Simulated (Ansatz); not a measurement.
The cluster Si₂Sn₅ (the lowest singlet isomer of a short search), 7 atoms. Hardware: 4 threads of Arm Neoverse V2 on a shared host.

In the def2 sets Sn takes a core potential; there is no spin–orbit coupling. Correlated methods freeze 30 core orbitals; core or outer-core shells of Sn are correlated, in sets that lack core-valence functions.

(1) How many basis functions does each of these Ansatz runs have, and roughly what does it cost? MP2/def2-TZVP, charge 0 singlet, energy, from earlier orbitals; PBE0-D4/def2-TZVPD, charge 0 singlet, energy, from earlier orbitals; PBE-D4/def2-SVP, charge 0 triplet at the geometry of the charge 0 singlet, energy, from earlier orbitals; PBE0-D4/def2-TZVP, charge 0 singlet, energy and forces, from earlier orbitals; CAM-B3LYP-D4/def2-SVP, charge 1 doublet at the geometry of the charge 0 singlet, energy, from earlier orbitals; PBE0-D4/def2-SVP, charge 1 doublet at the geometry of the charge 0 singlet, energy; PBE-D4/def2-SVP, charge 0 singlet, relaxation, 8 steps; PBE-D4/def2-TZVPD, charge 0 singlet, energy, from earlier orbitals; PBE-D4/def2-SVP, charge 1 doublet at the geometry of the charge 0 singlet, energy, from earlier orbitals; CAM-B3LYP-D4/def2-TZVP, charge 0 singlet, energy, from earlier orbitals; revPBE-D4/def2-TZVP, charge 0 singlet, energy, from earlier orbitals; r2SCAN-D4/def2-TZVP, charge 0 singlet, energy, from earlier orbitals.

Answers

(1) Other jobs shared the machine, so times can vary by a factor of up to 3. A dash marks memory too small to be measured apart from the calling script's.

```
                                                                                                           run  functions  fitting or Cholesky vectors  wall time  peak host memory (GiB)
      PBE-D4/def2-SVP, charge 1 doublet at the geometry of the charge 0 singlet, energy, from earlier orbitals        166                         1847        7 s                       –
      PBE-D4/def2-SVP, charge 0 triplet at the geometry of the charge 0 singlet, energy, from earlier orbitals        166                         1847      7.5 s                       –
                                          revPBE-D4/def2-TZVP, charge 0 singlet, energy, from earlier orbitals        324                         2444      7.5 s                    0.82
                                            PBE-D4/def2-TZVPD, charge 0 singlet, energy, from earlier orbitals        366                         2570       12 s                     1.1
                            PBE0-D4/def2-SVP, charge 1 doublet at the geometry of the charge 0 singlet, energy        166                         2042       17 s                     1.2
                                          r2SCAN-D4/def2-TZVP, charge 0 singlet, energy, from earlier orbitals        324                         2444       18 s                    0.87
CAM-B3LYP-D4/def2-SVP, charge 1 doublet at the geometry of the charge 0 singlet, energy, from earlier orbitals        166                         2042       20 s                     1.4
                                                        PBE-D4/def2-SVP, charge 0 singlet, relaxation, 8 steps        166                         1847       21 s                       –
                                                MP2/def2-TZVP, charge 0 singlet, energy, from earlier orbitals        324                         2844       24 s                     1.9
                                           PBE0-D4/def2-TZVPD, charge 0 singlet, energy, from earlier orbitals        366                         3080       28 s                     2.6
                                       CAM-B3LYP-D4/def2-TZVP, charge 0 singlet, energy, from earlier orbitals        324                         2844       28 s                     2.3
                                 PBE0-D4/def2-TZVP, charge 0 singlet, energy and forces, from earlier orbitals        324                         2841       36 s                     1.9
```
